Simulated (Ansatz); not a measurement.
`[SiH3][O][Zn][SH]` + H₂ → `[SiH3][O][ZnH]` + H₂S at 700 K and 1 bar (hydrogenolysis of a Zn–S bond).

Gas-phase electronic energies from Ansatz, PBE0-D4/def2-TZVP geometries. CCSD(T)/CBS is the MP2 limit (def2-TZVPP, def2-QZVPP) plus CCSD(T) − MP2 in def2-TZVPP, frozen cores. This one scheme is used for every species. For Zn outer-core shells are correlated without core-valence functions, which leaves a few kJ/mol of doubt a bond. Scalar relativity is left out up to krypton. Each species was taken in one conformer, which may not be the lowest.

```csv
species,CCSD(T)/CBS energy (Eh),H − E (kJ/mol),S (J/(mol·K))
`[SiH3][O][Zn][SH]`,-2542.90887,172.8,494.5
H₂,-1.17544,46.8,155.3
`[SiH3][O][ZnH]`,-2145.08513,151.1,415.8
H₂S,-398.97279,64.8,236.9
```

H − E and S are ideal-gas, rigid-rotor, harmonic terms from PBE0-D4/def2-TZVP, for one conformer and one mirror image of each species. For small species the MP2-based limit differs from directly extrapolated CCSD(T) by up to some mEh (0.8 for H₂); such offsets cancel only in part. 1 Eh = 2625.50 kJ/mol, R = 8.31446 J/(mol·K).

**Question.** By hand: ΔE, ΔH, ΔS and ΔG.

**Answer.** ΔE = (-2145.08513) + (-398.97279) − (-2542.90887) − (-1.17544) = 0.02639 Eh = 69.3 kJ/mol. Δ(H − E) = 151.1 + 64.8 − 172.8 − 46.8 = -3.7, so ΔH = 65.6 kJ/mol. ΔS = 415.8 + 236.9 − 494.5 − 155.3 = 2.9 J/(mol·K). ΔG = 65.6 − 700 × (2.9)/1000 = 63.6 kJ/mol.

**Question.** By hand: the equilibrium constant, and the temperature at which ΔG would vanish if ΔH and ΔS stayed fixed.

**Answer.** log₁₀ K = −ΔG/(RT ln 10) = -4.7. ΔG = 0 at ΔH/ΔS = 22621 K, far beyond where these terms or the molecules hold.

The number of gas molecules stays the same, so ΔS is small and ΔH decides. A doubt of 5 kJ/mol in ΔE shifts log₁₀ K by 0.4 here. Other conformers and mirror images would add mixing entropy, several J/(mol·K) or more a flexible species. Modes under 60 cm⁻¹, often nearly free rotors, make the harmonic entropy too high. These are equilibria of isolated gas molecules and say nothing of rates. Largest T1 diagnostic: 0.016 (customary marks: 0.02 for closed shells, 0.045 for open ones).
